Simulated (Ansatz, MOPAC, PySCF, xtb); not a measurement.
Lewis adduct: AlH3 (SMILES [AlH3]) (first 4 atoms) with AsH3 (SMILES [AsH3]); geometry from B3LYP-D3(BJ)/def2-TZVP, rigid monomers moved along the line of their centres of mass till Al1···As5 is 2.40 Å.
(charge 0, multiplicity 1):
```xyz
8

Al     0.282     0.625     0.561
H     -0.540    -0.293    -0.441
H     -0.247     2.091     0.870
H      1.812     0.289     0.830
As    -0.558    -0.378     2.575
H     -0.093     0.122     3.923
H     -0.339    -1.850     2.839
H     -2.040    -0.357     2.872
```

```tsv
level	interaction energy (meV)	minus CCSD(T)/CBS(def2-SVPD, def2-TZVPPD)	cost
AM1	-553.2	-68.9	-
PM3	-1219.7	-735.4	-
PM6	2960.7	3445.0	-
PM7	-808.1	-323.8	-
GFN1-xTB	-762.6	-278.3	-
GFN2-xTB	-498.1	-13.8	-
HF/STO-3G (no counterpoise)	-825.2	-340.9	-
HF/3-21G (no counterpoise)	-150.1	334.2	-
HF/6-31G*	-183.7	300.6	-
HF/6-31G* (no counterpoise)	-202.6	281.7	-
HF/def2-SVPD	-185.8	298.5	-
HF/def2-TZVPPD	-202.9	281.4	-
PBE-D3(BJ)/def2-TZVPPD	-629.8	-145.5	×1
PBE-D4/def2-TZVPPD	-634.5	-150.2	×1
BP86/6-31G* (no counterpoise)	-489.7	-5.4	-
r2SCAN/def2-TZVPPD	-615.5	-131.2	×2
r2SCAN-D3(BJ)/def2-TZVPPD	-637.2	-152.9	×2
r2SCAN-D4/def2-TZVPPD	-633.8	-149.5	×2
B3LYP/3-21G (no counterpoise)	-465.0	19.3	-
B3LYP/6-31G*	-343.4	140.9	-
B3LYP/6-31G* (no counterpoise)	-373.5	110.8	-
B3LYP/LANL2DZ (no counterpoise)	-255.6	228.7	-
B3LYP/def2-TZVPPD	-359.8	124.5	×1
B3LYP-D3(BJ)/def2-TZVPPD	-500.0	-15.7	×1
B3LYP-D4/def2-TZVPPD	-484.2	0.1	×1
PBE0/def2-TZVPPD	-581.8	-97.5	×1
PBE0-D3(BJ)/def2-TZVPPD	-650.9	-166.6	×1
M06-2X/6-31G* (no counterpoise)	-561.8	-77.5	-
wB97X-V/def2-TZVPPD	-546.8	-62.5	×3
wB97M-V/def2-TZVPPD	-505.2	-20.9	×4
MP2/6-31G*	-318.9	165.4	-
MP2/6-31G* (no counterpoise)	-439.0	45.3	-
MP2/def2-TZVPPD	-453.1	31.2	-
MP2/CBS(def2-SVPD, def2-TZVPPD)	-486.9	-2.6	-
SCS-MP2/def2-SVPD	-281.1	203.2	-
SCS-MP2/def2-TZVPPD	-374.8	109.4	-
CCSD/def2-TZVPPD	-402.5	81.8	-
CCSD(T)/def2-SVPD	-323.9	160.3	×3
CCSD(T)/def2-TZVPPD	-441.8	42.4	×20
CCSD(T)/CBS(def2-SVPD, def2-TZVPPD)	-484.3	0.0	×20
```

 The comparison column counts from a level with limits of its own.

The rows run from -1219.7 (PM3) to 2960.7 meV (PM6). In def2-TZVPPD the value moves HF -202.9, MP2 -453.1, CCSD -402.5, CCSD(T) -441.8, a shift of -238.9 from HF to CCSD(T). From def2-SVPD to def2-TZVPPD CCSD(T) changes by -117.9. The dispersion term adds -21.7 in r2SCAN-D3(BJ), -18.3 in r2SCAN-D4, -140.2 in B3LYP-D3(BJ). The 5 functionals in def2-TZVPPD without D3 or D4 span 255.7, from r2SCAN to B3LYP.

Counterpoise-corrected where a basis set is named; no monomer relaxation. Rows marked so take none.

Cores are frozen in the correlated methods. Filled d and f shells under p-block atoms count as core. CBS: X⁻³ extrapolation of the correlation energy, Hartree–Fock from the larger set. Rows in 3-21G, 6-31G*, LANL2DZ, STO-3G carry no dispersion term and start afresh at each structure (6-31G* with six Cartesian d functions); the Pople sets are all-electron and without relativity. MP2/6-31G* freezes PySCF's default core, which leaves 3d correlated. LANL2DZ brings its own core potentials from Na on. The state that AM1, PM3, PM6, PM7 reach isn't checked; PM7 holds dispersion and hydrogen-bond terms.

The values were computed with Ansatz (an electronic-structure program); MOPAC for AM1, PM3, PM6, PM7 (differences of heats of formation); PySCF for 3-21G rows, 6-31G* rows, LANL2DZ rows, STO-3G rows, the dispersion terms; xtb for the GFN methods. Values without a source in brackets are computed.

Costs are rough ratios of core time to PBE/def2-TZVPPD (about 8 s over the structures, on one shared machine); a dash marks a level with no comparable run of its own.
